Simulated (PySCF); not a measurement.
Compound: C3H8O4Si.
Geometry (PBE0-D3(BJ)/def2-SVP, Å), atoms numbered from 1 in this order:
```xyz
16
C3H8O4Si angstrom
C     -3.2998   -0.4367   -0.1536
O     -2.0067   -0.2276   -0.6326
Si    -0.6882   -0.0883    0.3723
O      0.5159    0.1082   -0.7667
C      1.8720    0.2908   -0.6643
C      2.3523    0.2896    0.7641
O      1.6086    0.1507    1.7026
O      3.6647    0.4585    0.8775
H     -3.9835   -0.5581   -1.0082
H     -3.3788   -1.3492    0.4692
H     -3.6679    0.4145    0.4514
H     -0.8868    1.1092    1.2375
H     -0.5753   -1.3529    1.1532
H      2.1877    1.2488   -1.1201
H      2.4279   -0.4997   -1.2036
H      3.8787    0.4471    1.8236
```

Linear response at wB97X-D/def2-SVPD (PySCF, frozen core in the response, non-relativistic).

Static isotropic polarisability: 76.97 au (11.41 Å³), principal values 62.4, 71.9, 96.6 au.

Q: What is the polarisability at 1064 nm and at the sodium D line?

A: 77.53 au at 1064 nm (+0.7 %), 78.84 au at 589.3 nm (+2.4 %). The rise at 589.3 nm is 3.35 times that at 1064 nm; a pure ω² law gives 3.26. The lowest singlet lies at 200 nm, shorter than both wavelengths.

Q: What is the isotropic C6 coefficient between two such molecules, C6 = (3/π)∫α(iω)² dω?

A: 2614 au (Eh·bohr⁶) by a ten-point quadrature over imaginary frequencies, which is 1560 eV·Å⁶ or 151 J·nm⁶/mol.

Q: Which effective excitation energy ω̄ makes London's formula C6 = (3/4)α²ω̄ exact here?

A: ω̄ = 4·C6/(3α²) = 0.588 Eh = 16.0 eV. A one-pole form α(ω) = α/(1 − ω²/ω̄²) fitted to the 1064 nm value gives 13.7 eV.

Q: What molar refraction at the D line follows from R = (4π/3)·N_A·α′, with α′ the polarisability volume?

A: α′ = 11.68 Å³ gives R = 29.47 cm³/mol, for isolated, non-vibrating species.

Q: The lowest 6 singlets have (eV, f): 6.21, 0.000; 7.04, 0.020; 7.48, 0.001; 7.62, 0.043; 7.92, 0.010; 8.01, 0.006. What share of the static polarisability do they carry in the sum over states α = Σ f/ω²?

A: 1.06 au, 1.4 % of α; the largest term, 0.55 au, is that of the state at 7.62 eV. Their oscillator strengths add up to 0.08. Higher states carry the rest.

Q: How anisotropic is the static polarisability, by Δα² = ½[(α1 − α2)² + (α2 − α3)² + (α3 − α1)²]?

A: Δα = 30.5 au, or 0.40 of the isotropic value.

Q: What three-body coefficient follows from the one-pole estimate C9 = (3/4)·α·C6?

A: 151000 au. This is an estimate from the two numbers above, not a computed integral.

Rough CPU time on one thread of a shared machine: about 90 s. This is the whole response run at wB97X-D/def2-SVPD, SCF included.

One conformer stands for the species.

The pairwise dispersion term of wB97X-D wasn't added to the energies; at a given geometry it leaves orbitals and properties as they are.
